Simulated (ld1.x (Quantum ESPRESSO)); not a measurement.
# u(r) = r·R(r): atom against pseudo-atom (hydrogen)

Columns: radius, all-electron u(r) and pseudo u(r) of the 1s shell (level -12.42 eV) of hydrogen in the configuration 1s0.5; PBEsol, scalar-relativistic, TM scheme, ld1.x (Quantum ESPRESSO) 7.5.

```
r (bohr)  all-electron  pseudo
   0.045        0.0910  0.0777
   0.090        0.1739  0.1543
   0.135        0.2492  0.2285
   0.180        0.3174  0.2992
   0.225        0.3789  0.3654
   0.270        0.4342  0.4264
   0.315        0.4837  0.4813
   0.360        0.5277  0.5299
   0.405        0.5667  0.5720
   0.450        0.6011  0.6080
   0.495        0.6311  0.6382
   0.540        0.6571  0.6633
   0.585        0.6794  0.6842
   0.630        0.6983  0.7014
   0.675        0.7139  0.7157
   0.720        0.7267  0.7275
   0.765        0.7367  0.7370
   0.810        0.7443  0.7444
   0.855        0.7496  0.7496
   0.900        0.7528  0.7528
   0.945        0.7542  0.7542
   0.990        0.7538  0.7538
   1.035        0.7518  0.7518
   1.080        0.7483  0.7483
   1.125        0.7436  0.7436
   1.170        0.7377  0.7377
```

How many radial nodes do the two functions have?

The all-electron 1s function has n − l − 1 = 0; the pseudo-wave has 0.

At about which radius was the pseudo-wave matched?

0.90 bohr. The columns agree to 0.0005 from 0.77 bohr on; several derivatives are matched, so the curves merge somewhat inside the radius.

Where does each function peak?

Outermost all-electron maximum near 0.94 bohr, pseudo maximum near 0.94 bohr (to the table’s step).

Is the pseudo-wave norm-conserving?

Yes: the TM scheme keeps the norm inside the radius equal to the all-electron one, which fixes the energy derivative of the logarithmic derivative at the level.
